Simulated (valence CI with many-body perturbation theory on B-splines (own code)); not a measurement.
**Valence orbitals of Hf⁴⁸⁺**

Method: relativistic CI+MBPT: six valence electrons over a frozen Dirac-Fock core [Ar], a basis of 7 s, 7 p, 8 d, 6 f, 4 g, 1 h functions for each j, with the one-electron correlation potential Σ1, the two-electron term Σ2, the three-electron term Σ3, Breit, model QED; selected CI, second order for the rest, scaled by the run's own slope (own B-spline code, finite nucleus).

The last digits are not significant, and no measured levels were compared; by estimate large intervals hold to a few tenths of a per cent, small ones and those within an open d or f shell to about a per cent. Core correlation moves these levels by up to 14000 cm⁻¹, and in measured spectra 5 to 20 % of such shifts remained as error; rates that hang on mixing are uncertain with them. Among the levels kept, up to 1000 cm⁻¹ of a level comes from second order outside the variational space, and about a tenth of that is noise between levels of different J, which matters for small intervals. The list stops below the first excitations out of the core. Only levels of the ground parity were solved; by the run's estimate the other parity begins above the list, which can be wrong where configurations are misplaced.

These are the spectroscopic orbitals of the CI (the correlating ones are not listed), shaped by the core and the other valence electrons. h is the expectation value of the core's Dirac-Fock operator, without the valence repulsion; Σ1 is computed up to l = 3 at one energy for each symmetry, that of its lowest orbital but kept below the first core excitation, so for empty shells it is not the orbital's own correlation shift; Breit and QED include the response of the core, and the two lowest orbitals of each symmetry also the frequency dependence of Breit exchange, which makes a step in that column.

| Orbital | h (hartree) | Σ1 (cm⁻¹) | Breit (cm⁻¹) | QED (cm⁻¹) | ⟨r⟩ (bohr) |
| --- | --- | --- | --- | --- | --- |
| 4s1/2 | -109.44 | -7809 | 12958 | 9953 | 0.3916 |
| 5s1/2 | -67.26 | -3016 | 6327 | 4960 | 0.6373 |
| 6s1/2 | -45.51 | -1517 | 3473 | 2777 | 0.9464 |
| 4p1/2 | -106.41 | -10408 | 20530 | 324 | 0.3860 |
| 5p1/2 | -65.752 | -3819 | 10252 | 174 | 0.6358 |
| 6p1/2 | -44.656 | -1885 | 5700 | 101 | 0.9489 |
| 4p3/2 | -102.2 | -9542 | 11914 | 1209 | 0.4035 |
| 5p3/2 | -63.7 | -3675 | 6025 | 623 | 0.6573 |
| 6p3/2 | -43.505 | -1847 | 3679 | 356 | 0.9748 |
| 3d3/2 | -182.85 | -21374 | 27878 | -1998 | 0.1747 |
| 4d3/2 | -98.084 | -10458 | 10238 | -556 | 0.3808 |
| 5d3/2 | -61.688 | -4067 | 4987 | -252 | 0.6445 |
| 3d5/2 | -180.29 | -19294 | 14785 | -624 | 0.1784 |
| 4d5/2 | -97.119 | -9945 | 5472 | -83.4 | 0.3854 |
| 5d5/2 | -61.207 | -3826 | 2648 | -22.5 | 0.6502 |
| 4f5/2 | -93.31 | -25516 | 1530 | -387 | 0.3447 |
| 5f5/2 | -59.445 | -10272 | 684 | -185 | 0.6160 |
| 4f7/2 | -92.958 | -20257 | 27.5 | -193 | 0.3467 |
| 5f7/2 | -59.256 | -8125 | 63.0 | -85.2 | 0.6184 |
| 5g7/2 | -58.178 |  | 123 | -51.2 | 0.5546 |
| 5g9/2 | -58.089 |  | -33.4 | -3.1 | 0.5559 |

Among the shells of the start configuration 3d6, Σ1 is largest in size for 3d3/2, where it is 0.053 % of h.

Lowest root of each symmetry, sizes in configuration state functions:

```csv
J,Parity,Roots,Reference,Variational,Second order,Change by selected CI (cm⁻¹),Change by second order (cm⁻¹)
0,even,5,26,15444,262075,-36029,-10
1,even,4,60,31637,606573,-30548,-54
2,even,8,86,32393,1164068,-32124,-577
3,even,6,88,30547,1158328,-28833,-733
4,even,7,77,32140,1278772,-30272,-886
5,even,2,52,28706,923930,-30537,-599
6,even,2,31,29089,25747,-30336,-235
```
